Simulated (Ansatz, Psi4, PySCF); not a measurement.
C$_{6}$H$_{17}$OSi$_{2}$ (SMILES [CH2][Si](C)(C)O[Si](C)(C)C), doublet, geometry from GFN2-xTB. Base run: WB97X/STO-3G (PySCF).

The PySCF input:
```python
from pyscf import gto, scf, dft

mol = gto.M(
    atom='''
C    -2.11458283   -1.65463964   -1.31317324
Si   -1.58454491   -0.41557434   -0.05035988
C    -2.35044624    1.30782010   -0.36672228
C    -2.02640392   -0.95730004    1.72928231
O     0.04057231   -0.30171965   -0.15481260
Si    1.54819020    0.30189971   -0.02750395
C     1.68759632    1.83698840   -1.14719972
C     2.72536134   -1.07916526   -0.60089357
C     1.87142979    0.77151803    1.79093183
H    -1.41815710   -2.15387394   -1.96249618
H    -3.14318393   -1.93703912   -1.44896848
H    -3.43440078    1.26210299   -0.37034280
H    -2.04974238    2.01530279    0.40040904
H    -2.03119751    1.70372096   -1.32550065
H    -3.09640743   -1.09772684    1.84104873
H    -1.53978249   -1.89365799    1.98264387
H    -1.70959500   -0.21302709    2.45371451
H     1.44998486    1.59100926   -2.17782639
H     2.68903188    2.25522623   -1.13136209
H     1.00058860    2.61687079   -0.83246316
H     2.61453092   -1.96925377    0.01059600
H     3.76234982   -0.76454698   -0.54089029
H     2.52620168   -1.36347700   -1.62945489
H     1.19925638    1.55874901    2.11977506
H     2.88700470    1.12441626    1.93985390
H     1.72017869   -0.08092298    2.44650637
''',
    basis='sto-3g',
    spin=1,
    verbose=3,
)

mf = dft.UKS(mol)
mf.xc = 'wb97x'
mf.kernel()
```

The same geometry, method and basis name were run in Ansatz (an electronic-structure program) and Psi4 and PySCF, at each program's defaults and at the settings that a row names. The base is PySCF at its defaults. Differences at the defaults can come from grids, fitting, cores and function types together.

| code and settings | ΔE vs base (mEh) | basis functions | E (Eh) | SCF cycles | dipole (D) |
|---|---|---|---|---|---|
| PySCF, defaults (exact integrals, its default grid, spherical functions) | 0.000 | 70 | -882.52708 | 10 | 0.19 |
| Psi4, defaults (density fitting with its default set, its default grid, spherical functions) | -3.386 | 70 | -882.53047 | 8 | 0.19 |
| Ansatz, defaults (factorised integrals, its default grid, spherical functions) | 0.018 | 70 | -882.52706 | - | - |
| PySCF, density fitting with def2-universal-jkfit | -3.360 | 70 | -882.53044 | 10 | 0.19 |
| PySCF, fine grid | 0.007 | 70 | -882.52707 | 10 | 0.19 |
| Psi4, exact integrals, spherical functions, fine grid | -0.004 | 70 | -882.52709 | 12 | 0.19 |

Open shells are given as the SCF converged; they aren't shown to be the lowest states, and a large step between rows can be another state.
